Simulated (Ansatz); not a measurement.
Ansatz (a program for electronic structure) input (CCSD(T)/6-311+G**): A basis named .json is the Basis Set Exchange file of that set (core-valence sets with the plain set on hydrogen).

Ansatz 0.2 input:
```yaml
crystal:
  periodic: [false, false, false]
  atoms:
    - {symbol: S, position_ang: [0.00000000, 0.00000000, 0.00000000]}
basis:
  gaussian:
    orbitals: 6-311+G__.json
magnetization: {spin_polarized: true, initial_magnetization: 2}
correlation: {method: ccsd_t, electrons: outside_noble_gas}
scf: {lower_state_search: full}
```

Output:

```
Functional definition: HF
integrals: 0.01 GiB planned
149 factors; integrals over basis functions are off by at most 1.7e-4 eV
mean field: 0.05 GiB planned
mean field evaluation 1: about -10816.3179 eV, gradient 4.7e0 eV
mean field evaluation 2: about -10816.3190 eV, gradient 4.7e0 eV
mean field evaluation 4: about -10816.5153 eV, gradient 5.8e-1 eV
mean field evaluation 8: about -10816.5202 eV, gradient 2.0e-3 eV
mean field evaluation 16: about -10816.5154 eV, gradient 5.8e-1 eV
mean field evaluation 32: about -10816.5202 eV, gradient 5.2e-5 eV
mean field evaluation 64: about -10816.5191 eV, gradient 1.8e-1 eV
mean field evaluation 96: about -10816.5201 eV, gradient 7.2e-2 eV
mean field -10816.52023891 eV, -397.4997870793 hartree, gradient 8.8e-7 eV, S^2 2.006391; 6 other end points of the search recorded, 0 dependent functions left out
5 core orbitals not correlated
reference -10816.52023891 eV, -397.4997870793 hartree; 4, 2 occupied and 22, 24 virtual orbitals, 149 factors
second order -2.26303731 eV of doubles, -0.00000000 eV of singles
coupled cluster: 0.05 GiB planned
cycle   1  -2.62664719 eV  change   -3.6e-1 eV  update   3.7e-2
cycle   2  -2.73551657 eV  change   -1.1e-1 eV  update   1.2e-2
cycle   3  -2.74008970 eV  change   -4.6e-3 eV  update   2.5e-3
cycle   4  -2.74039068 eV  change   -3.0e-4 eV  update   8.1e-4
cycle   5  -2.74023490 eV  change    1.6e-4 eV  update   2.6e-4
cycle   6  -2.74027566 eV  change   -4.1e-5 eV  update   7.5e-5
cycle   7  -2.74028805 eV  change   -1.2e-5 eV  update   2.2e-5
cycle   8  -2.74028318 eV  change    4.9e-6 eV  update   5.9e-6
perturbative correction -0.04148176 eV, -0.0015244267 hartree
Total energy: -10819.30200385 eV, -397.6020150554 hartree
```
